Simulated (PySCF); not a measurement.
# Simulated absorption spectrum

Species: C2H9BO2Si.
InChI=1S/C2H9BO2Si/c1-4-6-5-2-3/h2-3,6H2,1H3

The calculation used PySCF 2.14.0, density-fitted response routines, TDDFT wB97X-D/def2-SVPD, vertical, gas phase, core orbitals frozen in the response. One conformer (not necessarily the lowest) at the PBE0-D3(BJ)/def2-SVP geometry, without solvent, vibrations or thermal averaging. Torsions of this conformer, `[BH2:1][CH2:2][O:3][SiH2:4][O:5][CH3:6]`: B1–C2–O3–Si4 32°, C2–O3–Si4–O5 151°, O3–Si4–O5–C6 -56°.

Computed states:

```
state  E (eV)       f
   S1    5.44  0.0001
   S2    6.21   0.047
   S3    6.30  0.0003
   S4    7.42   0.013
   S5    7.68   0.022
   S6    7.89  0.0043
```

Broadening: Gaussians 0.25 eV wide at half height, area fixed by f = 4.319×10⁻⁹ ∫ε dν̃. The width is an assumption, not a result. The curve ends short of the highest state used, and states not computed would add to its high-energy end.

Question: What does the envelope look like, and where are its maxima?

Answer: 
```json
{"E (eV)": "5.07", "ε (L mol⁻¹ cm⁻¹)": "0"}
{"E (eV)": "5.12", "ε (L mol⁻¹ cm⁻¹)": "0"}
{"E (eV)": "5.17", "ε (L mol⁻¹ cm⁻¹)": "1"}
{"E (eV)": "5.22", "ε (L mol⁻¹ cm⁻¹)": "2"}
{"E (eV)": "5.27", "ε (L mol⁻¹ cm⁻¹)": "4"}
{"E (eV)": "5.32", "ε (L mol⁻¹ cm⁻¹)": "8"}
{"E (eV)": "5.38", "ε (L mol⁻¹ cm⁻¹)": "13"}
{"E (eV)": "5.43", "ε (L mol⁻¹ cm⁻¹)": "15"}
{"E (eV)": "5.48", "ε (L mol⁻¹ cm⁻¹)": "14"}
{"E (eV)": "5.53", "ε (L mol⁻¹ cm⁻¹)": "11"}
{"E (eV)": "5.58", "ε (L mol⁻¹ cm⁻¹)": "6"}
{"E (eV)": "5.64", "ε (L mol⁻¹ cm⁻¹)": "3"}
{"E (eV)": "5.69", "ε (L mol⁻¹ cm⁻¹)": "1"}
{"E (eV)": "5.74", "ε (L mol⁻¹ cm⁻¹)": "1"}
{"E (eV)": "5.79", "ε (L mol⁻¹ cm⁻¹)": "2"}
{"E (eV)": "5.84", "ε (L mol⁻¹ cm⁻¹)": "13"}
{"E (eV)": "5.89", "ε (L mol⁻¹ cm⁻¹)": "60"}
{"E (eV)": "5.95", "ε (L mol⁻¹ cm⁻¹)": "278"}
{"E (eV)": "6.00", "ε (L mol⁻¹ cm⁻¹)": "774"}
{"E (eV)": "6.05", "ε (L mol⁻¹ cm⁻¹)": "1729"}
{"E (eV)": "6.10", "ε (L mol⁻¹ cm⁻¹)": "3094"}
{"E (eV)": "6.15", "ε (L mol⁻¹ cm⁻¹)": "4438"}
{"E (eV)": "6.21", "ε (L mol⁻¹ cm⁻¹)": "5108"}
{"E (eV)": "6.26", "ε (L mol⁻¹ cm⁻¹)": "4504"}
{"E (eV)": "6.31", "ε (L mol⁻¹ cm⁻¹)": "3185"}
{"E (eV)": "6.36", "ε (L mol⁻¹ cm⁻¹)": "1807"}
{"E (eV)": "6.41", "ε (L mol⁻¹ cm⁻¹)": "824"}
{"E (eV)": "6.47", "ε (L mol⁻¹ cm⁻¹)": "241"}
{"E (eV)": "6.52", "ε (L mol⁻¹ cm⁻¹)": "68"}
{"E (eV)": "6.57", "ε (L mol⁻¹ cm⁻¹)": "16"}
{"E (eV)": "6.62", "ε (L mol⁻¹ cm⁻¹)": "3"}
{"E (eV)": "6.67", "ε (L mol⁻¹ cm⁻¹)": "0"}
{"E (eV)": "6.72", "ε (L mol⁻¹ cm⁻¹)": "0"}
{"E (eV)": "6.78", "ε (L mol⁻¹ cm⁻¹)": "0"}
{"E (eV)": "6.83", "ε (L mol⁻¹ cm⁻¹)": "0"}
{"E (eV)": "6.88", "ε (L mol⁻¹ cm⁻¹)": "0"}
{"E (eV)": "6.93", "ε (L mol⁻¹ cm⁻¹)": "0"}
{"E (eV)": "6.98", "ε (L mol⁻¹ cm⁻¹)": "0"}
{"E (eV)": "7.04", "ε (L mol⁻¹ cm⁻¹)": "2"}
{"E (eV)": "7.09", "ε (L mol⁻¹ cm⁻¹)": "11"}
{"E (eV)": "7.14", "ε (L mol⁻¹ cm⁻¹)": "41"}
{"E (eV)": "7.19", "ε (L mol⁻¹ cm⁻¹)": "128"}
{"E (eV)": "7.24", "ε (L mol⁻¹ cm⁻¹)": "320"}
{"E (eV)": "7.30", "ε (L mol⁻¹ cm⁻¹)": "718"}
```

Maxima: 228 nm (5.44 eV), ε about 15, made up of S1 (100%); 200 nm (6.21 eV), ε about 5100, made up of S2 (100%) (ε in L mol⁻¹ cm⁻¹; maxima over ε = 5, shares over 10%). At its high-energy end, 7.29 eV, the curve is still rising (ε about 640, from S4).

Question: On this curve, what absorbance would a 10⁻⁴ mol/L sample give at 222 nm over a 1 cm path?

Answer: 222 nm is 5.585 eV, where ε is about 6 L mol⁻¹ cm⁻¹, so A = ε c l ≈ 0.0006 (Beer–Lambert, with the gas-phase spectrum and the assumed width).

Question: What would ε be at 6.21 eV, the highest of these maxima, with half the width (0.125 eV)?

Answer: About 10200 L mol⁻¹ cm⁻¹ against 5110, a factor of about 1.99; a lone state at its own centre would give exactly 2.

Question: Coming from long wavelengths, where does ε first pass 100 L mol⁻¹ cm⁻¹?

Answer: At about 210 nm (5.91 eV), 0.47 eV above S1.
